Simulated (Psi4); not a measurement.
Pair of molecules, SMILES CO with SMILES C=O (the first has 6 atoms); geometry from B3LYP-D3(BJ)/def2-TZVP.
(charge 0, multiplicity 1):
| atom | x (Å) | y (Å) | z (Å) |
|---|---|---|---|
| C | 0.3107 | -0.5600 | 0.2502 |
| O | -0.3733 | 0.6218 | 0.6630 |
| H | 0.8571 | -0.4036 | -0.6845 |
| H | -0.4510 | -1.3199 | 0.0829 |
| H | 1.0027 | -0.9150 | 1.0196 |
| H | 0.2790 | 1.3190 | 0.7897 |
| C | -0.4571 | 0.2176 | 3.3571 |
| O | 0.6988 | 0.0207 | 3.6211 |
| H | -0.9094 | 1.2253 | 3.4062 |
| H | -1.1449 | -0.5983 | 3.0709 |

All values below come from SAPT0/jun-cc-pV(D+d)Z (Psi4).

Task: Give the four SAPT terms and the total, and say what mostly holds the pair together.

Result: electrostatics -273.2, exchange 274.7, induction -60.6, dispersion -93.8, total -153.0 meV; the largest attraction is electrostatics.
